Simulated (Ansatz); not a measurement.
Mo3S7⁻. Total charge -1; doublet. Geometry r2SCAN-D4/def2-SVP, basis def2-SVP, Ansatz.

```xyz
10

Mo    0.166   -0.068    1.277
Mo   -0.886    0.853   -0.922
Mo    0.602   -1.231   -1.036
S     2.522   -0.730   -1.822
S     1.887    0.978    1.975
S    -1.904    1.427    1.205
S    -1.351   -0.930   -2.335
S     0.289    2.447   -1.704
S    -1.880   -0.371    2.404
S     0.556   -2.374    0.959
```

```
run  HOMO (eV)  LUMO (eV)
  A      -2.50      -0.76
  B      -1.59      -1.27
  C      -1.68      -1.46
  D      -1.85      -1.34
```

In the def2 sets Mo takes a core potential; there is no spin–orbit coupling. Another isomer (doublet) lies 1.03 eV lower at PBE0-D4/def2-SVP; other spin states weren't run for this one.

HOMO and LUMO are taken over both spins.

The runs used LDA (SPW92), PBE, PBE0, r2SCAN. Estimate which is which.

A PBE0 (25 % exact exchange); B PBE (0 % exact exchange); C LDA (SPW92) (0 % exact exchange); D r2SCAN (0 % exact exchange). Exact exchange lowers occupied and raises empty levels; among semilocal functionals meta-GGAs tend to open the gap a little, and such runs are hard to tell apart. The gap grows from 0.22 eV (LDA (SPW92)) to 1.74 eV (PBE0).
